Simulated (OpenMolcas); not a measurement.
# Mo3+: Racah parameters, worked from levels

| Quantity | Value |
| --- | --- |
| Program | OpenMolcas 26.06 |
| Basis | ANO-R1 [6s4p3d1f] |
| Scalar Hamiltonian | X2C, finite nucleus |
| Active space | 3 electrons in 5 orbitals (4d) |
| State averaging | 2S+1 = 4 even, 10 roots; 2S+1 = 2 even, 40 roots |
| Spin-orbit coupling | RASSI with atomic mean-field integrals over the reference wave functions, term energies averaged over their components |

Methods: CASSCF; MS-CASPT2, IPEA 0.25 Eh, imaginary shift 0.1 Eh (closed shells correlated: 4s 4p). Measured levels: Sugar and Musgrove, J. Phys. Chem. Ref. Data 17, 155 (1988).

**Racah parameters.** Above ⁴F, d3 has ⁴P at 15B, ²G at 4B + 3C and ²H at 9B + 3C. The first two fix B and C, and the third tests them; where it misses by thousands of cm-1, two parameters do not describe the configuration (Trees and configuration-interaction terms are left out) and B and C hang on the terms chosen. Term energies are centres of gravity, weighted by 2J + 1.

```json
{"Source": "CASSCF", "⁴P": "12054", "²G": "12933", "B": "804", "C": "3240", "C/B": "4.03", "²H from B, C": "16956", "²H found": "17384"}
{"Source": "MS-CASPT2", "⁴P": "10060", "²G": "11372", "B": "671", "C": "2896", "C/B": "4.32", "²H from B, C": "14727", "²H found": "16232"}
{"Source": "measured", "⁴P": "9280", "²G": "10294", "B": "619", "C": "2606", "C/B": "4.21", "²H from B, C": "13389", "²H found": "14500"}
```

Energies in cm-1. From CASSCF to MS-CASPT2, B changes by -16.5 % and C by -10.6 %. Against the measured terms, MS-CASPT2 has B off by +8.4 % and C by +11.1 %.

Term energies are means over components that CASPT2 splits; among the terms shown or strongly mixed into the levels shown the widest spread is 700 cm-1 (4d³ ⁴F, MS-CASPT2). The basis is small and was not contracted for so high a charge. Without dynamic correlation excited terms often stand tens of per cent too high (terms of higher spin than the ground term too low), and those without a measured partner can miss by more than the paired ones (holds for CASSCF). Measured partners are found by configuration, term and J. A level has none where our copy of the source lacks it or the pairing is in doubt (some pairs that miss far off the trend of their configuration count as doubtful), and it then counts in no deviation. Levels of configurations outside the active space are missing.
